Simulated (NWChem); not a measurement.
# MoF6; SMILES [F][Mo]([F])([F])([F])([F])[F]

No frequency run checked for a minimum. def2 effective core potentials on Mo; no spin-orbit coupling.

Question: Give the equilibrium geometry at PBE0/def2-SVP with def2 effective core potentials on Mo (NWChem) as a list of bonds and angles, with the point group.

Answer: point group Oh; any orientation.
Bonds (Å): Mo1–F2 1.817, Mo1–F3 1.817, Mo1–F4 1.817, Mo1–F5 1.817, Mo1–F6 1.817, Mo1–F7 1.817. Angles (°): F2–Mo1–F3 180.0, F2–Mo1–F4 90.0, F2–Mo1–F5 90.0, F2–Mo1–F6 90.0, F2–Mo1–F7 90.0, F3–Mo1–F4 90.0, F3–Mo1–F5 90.0, F3–Mo1–F6 90.0, F3–Mo1–F7 90.0, F4–Mo1–F5 90.0, F4–Mo1–F6 90.0, F4–Mo1–F7 180.0, F5–Mo1–F6 180.0, F5–Mo1–F7 90.0, F6–Mo1–F7 90.0.
